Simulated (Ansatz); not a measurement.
Cartesian coordinates in Å:
```
C 1.589 -0.573 0.592
W -0.425 -0.644 0.003
C -1.131 1.216 -0.667
O -0.541 -1.732 -1.291
S -1.608 -1.280 1.656
H 1.701 0.128 1.427
H 1.967 -1.548 0.909
H 2.190 -0.231 -0.259
H -1.063 1.947 0.146
H -2.169 1.173 -1.004
H -0.510 1.543 -1.510
```

Total charge 0; spin multiplicity 1. W: def2 effective core potential.

List the PBE/def2-TZVPP orbital energies in eV (the Gaussian-basis code of Ansatz). (Estimate.)

Computed: Occupied: -2395.36, -510.78, -269.12, -269.12, -208.33, -154.40, -154.39, -154.33, -78.56, -43.34, -42.86, -42.71, -22.82, -17.53, -17.33, -16.49, -10.71, -10.66, -10.64, -10.35, -9.52, -9.17, -9.06, -8.54, -7.97, -7.72, -6.79, -6.36. Lowest empty: -3.47, -2.78, -1.30, -1.06, -0.63, -0.50, 0.97, 1.48.
